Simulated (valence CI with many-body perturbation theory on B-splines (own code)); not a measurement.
Energy levels of Bi⁷⁸⁺

Calculated by valence CI with perturbative core correlation (CI+MBPT): three valence electrons over a frozen Dirac-Fock core [He], a basis of 11 s, 11 p, 10 d, 8 f, 5 g, 2 h functions for each j, with the one-electron correlation potential Σ1 (screened to all orders), the two-electron term Σ2, the three-electron term Σ3, Breit, model QED; selected single and double excitations, second order for the rest, scaled by the run's own slope (own B-spline code, finite nucleus).

No measured spectrum was set against this ion. As an estimate, large intervals hold to a few tenths of a per cent, small ones and those within an open d or f shell to about a per cent.

Levels 1 to 45 of 173, with energies above the lowest level, (2s^2 2p1/2) J=1/2. "Leading %" is the weight of the configuration and term that name the level; weights of strongly mixed levels are sums over their largest components and can fall short, so below about 35 % the name and the second component can differ from the true leading terms, or belong to a minority configuration. In the jj column 3d3/2^4 stands for four electrons in 3d with j = 3/2. Lifetimes count E1, E2, E3, M1 and M2 decay at the calculated energies, and are blank where another channel may lead or the interval is too uncertain; long ones can be off by a factor of two.

| No. | Configuration | Term | J | E (eV) | Leading % | Second component | Lifetime | g | Leading jj |
| --- | --- | --- | --- | --- | --- | --- | --- | --- | --- |
| 1 | 2s2 2p | 2P° | 1/2 | 0 | 100 |  |  | 0.600 | 2s^2 2p1/2 (100 %) |
| 2 | 2s 2p2 | 4P | 1/2 | 334 | 48 | 32 % 2s 2p2 2S | 28.2 ps | 1.987 | 2s 2p1/2^2 (100 %) |
| 3 | 2s2 2p | 2P° | 3/2 | 2492 | 99 |  | 4.62 ps | 1.287 | 2s^2 2p3/2 (99 %) |
| 4 | 2s 2p2 | 4P | 3/2 | 2728 | 89 | 8 % 2s 2p2 2D | 2.27 ps | 1.603 | 2s 2p1/2 2p3/2 (100 %) |
| 5 | 2s 2p2 | 2D | 5/2 | 2771 | 64 | 36 % 2s 2p2 4P | 81.1 ps | 1.288 | 2s 2p1/2 2p3/2 (100 %) |
| 6 | 2s 2p2 | 2P | 1/2 | 2859 | 68 | 32 % 2s 2p2 4P | 24.6 fs | 1.275 | 2s 2p1/2 2p3/2 (100 %) |
| 7 | 2s 2p2 | 2D | 3/2 | 2860 | 60 | 39 % 2s 2p2 2P | 26.4 fs | 0.966 | 2s 2p1/2 2p3/2 (100 %) |
| 8 | 2p3 | 2P° | 3/2 | 3203 | 49 | 27 % 2p3 2D° | 35.1 fs | 1.296 | 2p1/2^2 2p3/2 (99 %) |
| 9 | 2s 2p2 | 4P | 5/2 | 5238 | 64 | 36 % 2s 2p2 2D | 111 fs | 1.409 | 2s 2p3/2^2 (100 %) |
| 10 | 2s 2p2 | 2S | 1/2 | 5366 | 68 | 20 % 2s 2p2 4P | 31.7 fs | 1.913 | 2s 2p3/2^2 (100 %) |
| 11 | 2s 2p2 | 2P | 3/2 | 5367 | 58 | 32 % 2s 2p2 2D | 16.7 fs | 1.157 | 2s 2p3/2^2 (100 %) |
| 12 | 2p3 | 4S° | 3/2 | 5636 | 56 | 44 % 2p3 2D° | 17.2 fs | 1.424 | 2p1/2 2p3/2^2 (100 %) |
| 13 | 2p3 | 2D° | 5/2 | 5658 | 100 |  | 17.9 fs | 1.150 | 2p1/2 2p3/2^2 (100 %) |
| 14 | 2p3 | 2P° | 1/2 | 5727 | 100 |  | 16.3 fs | 0.600 | 2p1/2 2p3/2^2 (100 %) |
| 15 | 2p3 | 2P° | 3/2 | 8177 | 51 | 28 % 2p3 2D° | 11.5 fs | 1.279 | 2p3/2^3 (100 %) |
| 16 | 2s2 3s | 2S | 1/2 | 13974 | 98 |  | 1.88 fs | 1.975 | 2s^2 3s (98 %) |
| 17 | 2s2 3p | 2P° | 1/2 | 14082 | 97 |  | 49.9 fs | 0.649 | 2s^2 3p1/2 (97 %) |
| 18 | 2s 2p 3s | 4P° | 1/2 | 14197 | 85 | 14 % 2s 2p 3s 2P° | 2.09 fs | 2.344 | 2s 2p1/2 3s (99 %) |
| 19 | 2s 2p 3s | 4P° | 3/2 | 14229 | 58 | 42 % 2s 2p 3s 2P° | 1.89 fs | 1.512 | 2s 2p1/2 3s (100 %) |
| 20 | 2s 2p 3s | 2P° | 1/2 | 14267 | 95 |  | 2.34 fs | 0.668 | 2s 2p1/2 3s (99 %) |
| 21 | 2s 2p 3p | 4D | 1/2 | 14289 | 72 | 22 % 2s 2p 3p 2P | 2.88 fs | 0.250 | 2s 2p1/2 3p1/2 (100 %) |
| 22 | 2s 2p 3p | 4D | 3/2 | 14320 | 39 | 35 % 2s 2p 3p 2D | 1.17 fs | 1.067 | 2s 2p1/2 3p1/2 (100 %) |
| 23 | 2s 2p 3p | 4P | 1/2 | 14377 | 44 | 31 % 2s 2p 3p 2S | 2.12 fs | 1.885 | 2s 2p1/2 3p1/2 (99 %) |
| 24 | 2p2 3s | 4P | 1/2 | 14593 | 45 | 31 % 2p2 3s 2S | 2.37 fs | 1.976 | 2p1/2^2 3s (98 %) |
| 25 | 2p2 3p | 2P° | 1/2 | 14677 | 47 | 37 % 2p2 3p 4D° | 716 as | 0.638 | 2p1/2^2 3p1/2 (98 %) |
| 26 | 2s2 3p | 2P° | 3/2 | 14817 | 98 |  | 40.2 fs | 1.314 | 2s^2 3p3/2 (98 %) |
| 27 | 2s2 3d | 2D | 3/2 | 14883 | 98 |  | 334 as | 0.780 | 2s^2 3d3/2 (98 %) |
| 28 | 2s 2p 3p | 4P | 3/2 | 15040 | 31 | 26 % 2s 2p 3p 4D | 3.70 fs | 1.380 | 2s 2p1/2 3p3/2 (100 %) |
| 29 | 2s2 3d | 2D | 5/2 | 15063 | 50 | 20 % 2s 2p 3p 4D | 769 as | 1.240 | 2s 2p1/2 3p3/2 (50 %) |
| 30 | 2s 2p 3p | 2D | 3/2 | 15080 | 42 | 25 % 2s 2p 3p 2P | 1.68 fs | 1.235 | 2s 2p1/2 3p3/2 (100 %) |
| 31 | 2s 2p 3p | 2P | 1/2 | 15084 | 45 | 21 % 2s 2p 3p 2S | 1.04 fs | 1.335 | 2s 2p1/2 3p3/2 (99 %) |
| 32 | 2s2 3d | 2D | 5/2 | 15085 | 49 | 21 % 2s 2p 3p 4D | 758 as | 1.242 | 2s 2p1/2 3p3/2 (50 %) |
| 33 | 2s 2p 3d | 4F° | 3/2 | 15093 | 68 | 14 % 2s 2p 3d 2D° | 1.29 fs | 0.574 | 2s 2p1/2 3d3/2 (100 %) |
| 34 | 2s 2p 3d | 4F° | 5/2 | 15128 | 38 | 36 % 2s 2p 3d 2F° | 2.11 fs | 0.987 | 2s 2p1/2 3d3/2 (100 %) |
| 35 | 2s 2p 3d | 2P° | 3/2 | 15147 | 30 | 24 % 2s 2p 3d 2D° | 285 as | 1.130 | 2s 2p1/2 3d3/2 (99 %) |
| 36 | 2s 2p 3d | 4D° | 1/2 | 15151 | 52 | 42 % 2s 2p 3d 2P° | 277 as | 0.442 | 2s 2p1/2 3d3/2 (100 %) |
| 37 | 2s 2p 3d | 4P° | 5/2 | 15293 | 32 | 30 % 2s 2p 3d 4D° | 386 as | 1.291 | 2s 2p1/2 3d5/2 (100 %) |
| 38 | 2s 2p 3d | 2F° | 7/2 | 15326 | 42 | 35 % 2s 2p 3d 4F° | 393 as | 1.210 | 2s 2p1/2 3d5/2 (100 %) |
| 39 | 2s 2p 3d | 2F° | 5/2 | 15339 | 45 | 26 % 2s 2p 3d 2D° | 393 as | 1.075 | 2s 2p1/2 3d5/2 (100 %) |
| 40 | 2s 2p 3d | 2P° | 3/2 | 15340 | 38 | 30 % 2s 2p 3d 2D° | 403 as | 1.131 | 2s 2p1/2 3d5/2 (96 %) |
| 41 | 2p2 3p | 2P° | 3/2 | 15432 | 34 | 18 % 2p2 3p 4D° | 1.42 fs | 1.310 | 2p1/2^2 3p3/2 (94 %) |
| 42 | 2p2 3d | 2D | 3/2 | 15480 | 43 | 32 % 2p2 3d 4F | 2.06 fs | 0.778 | 2p1/2^2 3d3/2 (98 %) |
| 43 | 2p2 3d | 2D | 5/2 | 15682 | 37 | 18 % 2p2 3d 4D | 397 as | 1.182 | 2p1/2^2 3d5/2 (98 %) |
| 44 | 2s 2p 3s | 4P° | 5/2 | 16697 | 100 |  | 2.81 fs | 1.554 | 2s 2p3/2 3s (100 %) |
| 45 | 2s 2p 3s | 2P° | 3/2 | 16730 | 75 | 25 % 2s 2p 3s 4P° | 1.64 fs | 1.376 | 2s 2p3/2 3s (100 %) |

The ionisation energy to 2s2 1S_0 of the next ion comes out as 24633 eV (NIST: 24640 ± 120 eV (theoretical)). All 173 levels together are meant to be complete up to 21205 eV.
